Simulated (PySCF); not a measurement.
## Dipole moment and polarisability of `CC(=O)c1ccccn1`

C7H7NO.
Atom-mapped SMILES: `[CH3:1][C:2](=[O:3])[c:4]1[cH:5][cH:6][cH:7][cH:8][n:9]1` (hydrogens: H10, H11, H12 on C1; H13 on C5; H14 on C6; H15 on C7; H16 on C8)

Cartesian coordinates in Å at the GFN2-xTB level; atoms count from 1:
```
atom  x, y, z in Å
C1    -2.504    0.816    0.388
C2    -1.739   -0.413   -0.005
O3    -2.259   -1.473   -0.269
C4    -0.255   -0.244   -0.051
C5     0.556   -1.320   -0.406
C6     1.928   -1.134   -0.442
C7     2.437    0.115   -0.124
C8     1.542    1.124    0.216
N9     0.237    0.955    0.253
H10   -3.570    0.610    0.399
H11   -2.172    1.146    1.369
H12   -2.281    1.615   -0.315
H13    0.098   -2.267   -0.644
H14    2.587   -1.946   -0.712
H15    3.498    0.307   -0.139
H16    1.890    2.117    0.471
```

Level: CAM-B3LYP/def2-SVPD (PySCF), static field, nuclei fixed, core orbitals frozen in the response. The polarisability tensor in these axes (au):

```
x   116.21   3.52  -3.01
y     3.52  91.92  10.43
z    -3.01  10.43  57.05
```

**Question.** Give the principal values, the mean and the anisotropy Δα = √{½[(α1 − α2)² + (α2 − α3)² + (α1 − α3)²]}.

**Answer.** Principal values 53.93, 94.49 and 116.75 au; mean 88.39 au = 13.10 Å³ = 14.57 × 10⁻⁴⁰ C²·m²/J; Δα = 55.16 au (62 % of the mean).

**Question.** What is the dipole moment, and where does it point?

**Answer.** (3.25, 1.03, 0.08) D, 3.41 D in size, pointing from the negative to the positive side. Measured along this direction, the outermost atoms are H10 at the negative end and H15 at the positive end.

**Question.** Directions of the eigenvectors, and the extent of the frame along each?

**Answer.** Largest value along (0.99, 0.13, -0.03), where the nuclei span 6.98 Å; middle along (-0.12, 0.95, 0.28), 4.28 Å; least along (0.06, -0.27, 0.96), 1.75 Å. The response follows the extents in order.

**Question.** Refractivity n − 1 of an ideal gas of it at 400 K and 1 atm, from the electronic α?

**Answer.** N = p/kT = 1.8347 × 10¹⁹ cm⁻³, so n − 1 = 2π × N × 13.10 × 10⁻²⁴ cm³ = 1510 × 10⁻⁶ at long wavelengths, for an ideal gas.

**Question.** Rayleigh depolarisation ratio (linearly polarised light, static tensor)?

**Answer.** ρ = 3Δα²/(45ᾱ² + 4Δα²) = 9129.3/(351590 + 12172.4) = 0.0251.

**Question.** In a dilute gas of rigid molecules at 400 K, how does the orientational term μ²/3kT compare with the electronic polarisability?

**Answer.** In Gaussian units μ²/3kT = 70.06 Å³ against 13.10 Å³, a ratio of 5.35; the Debye molar polarisation (4π/3)N_A(α + μ²/3kT) is 209.8 cm³/mol, leaving out the vibrational part.

One conformer (not necessarily the lowest) at the GFN2-xTB geometry, without solvent, vibrations or thermal averaging.
